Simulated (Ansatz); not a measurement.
# What each rung costs, and what it gives

Saddle point of GeH6O, singlet (GeH₄O ([OH][GeH3]) + H₂ → GeH₄ + H₂O; bonds formed: Ge1–H7, O2–H6; bonds broken: Ge1–O2, H6–H7), PBE0-D4/def2-TZVP structure:

```json
{"atom": "Ge1", "x (Å)": "-0.4436", "y (Å)": "0.4148", "z (Å)": "-0.4264"}
{"atom": "O2", "x (Å)": "0.6686", "y (Å)": "-1.1308", "z (Å)": "0.2478"}
{"atom": "H3", "x (Å)": "0.0451", "y (Å)": "1.8685", "z (Å)": "-0.3126"}
{"atom": "H4", "x (Å)": "-1.9521", "y (Å)": "0.2049", "z (Å)": "-0.2627"}
{"atom": "H5", "x (Å)": "-0.0689", "y (Å)": "-0.0386", "z (Å)": "-1.8682"}
{"atom": "H6", "x (Å)": "0.3984", "y (Å)": "-0.4974", "z (Å)": "1.1728"}
{"atom": "H7", "x (Å)": "-0.2430", "y (Å)": "0.3353", "z (Å)": "1.4731"}
{"atom": "H8", "x (Å)": "1.5954", "y (Å)": "-1.1568", "z (Å)": "-0.0237"}
```

Barriers are electronic and count from the start structure reached by relaxing down the imaginary mode.

Computed with Ansatz 0.2.0 (basis: as named in each row); correlated methods freeze the cores. Filled d shells of the heavier atoms are correlated. The def2 sets are not built for correlating such inner shells, so the correlated values are less sure here. B3LYP uses VWN-RPA correlation. Extrapolation: Hartree–Fock as exp(−7.88 √X), correlation as X^−2.97.

Times are rough, for one single point on 2 threads of a shared host (Arm Neoverse V2).

The estimate by CCSD(T) at an estimated basis limit (MP2 extrapolated from triple and quadruple zeta, plus CCSD(T) − MP2 in triple zeta) is 2.164 eV.

```csv
method,basis,time (s),barrier (eV),method less estimate
SPW92,def2-TZVPP,under 1,1.358,-0.807
BLYP-D4,def2-TZVPP,1,1.917,-0.247
PBE-D4,def2-TZVPP,2,1.721,-0.443
B3LYP-D4,def2-TZVPP,2,2.026,-0.138
BHLYP-D4,def2-TZVPP,2,2.214,0.050
PBE0-D4,def2-TZVPP,2,1.884,-0.280
CAM-B3LYP-D4,def2-TZVPP,2,2.063,-0.102
r2SCAN-D4,def2-TZVPP,3,1.898,-0.266
RPA on PBE,def2-TZVPP,3,2.127,-0.037
B2PLYP,def2-TZVPP,3,2.116,-0.048
PBE-QIDH,def2-TZVPP,4,2.058,-0.106
r2SCAN0-D4,def2-TZVPP,4,1.997,-0.167
B97M-V,def2-TZVPP,6,1.939,-0.226
wB97X-V,def2-TZVPP,6,2.091,-0.073
wB97M-V,def2-TZVPP,7,2.032,-0.132
MP2,def2-QZVPP,14,2.174,0.010
CCSD(T),def2-TZVPP,35,2.130,-0.034
```

All methods are single points on the PBE0-D4 structures.

T1 diagnostic: at most 0.014.

Labels in which every atom is bracketed show which atoms are joined, not bond orders.
